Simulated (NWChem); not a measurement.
Molecule: SiH2Cl2; SMILES Cl[SiH2]Cl

All runs: NWChem. Pople sets run with spherical d functions. The level has its own optimisation; frequencies are unscaled.

Problem. What does the run give for B3LYP/6-31G*? Quantities: r Cl–Si (Å); r H–Si (Å); highest harmonic frequency (cm⁻¹); lowest (cm⁻¹); zero-point energy (kcal/mol); dipole (D).

Solution. The r Cl–Si (Å) is 2.065 and the r H–Si (Å) comes out as 1.476. The highest harmonic frequency (cm⁻¹) is 2322, the lowest (cm⁻¹) comes out as 185 and the zero-point energy (kcal/mol) is 13.0. The dipole (D) is 1.66.
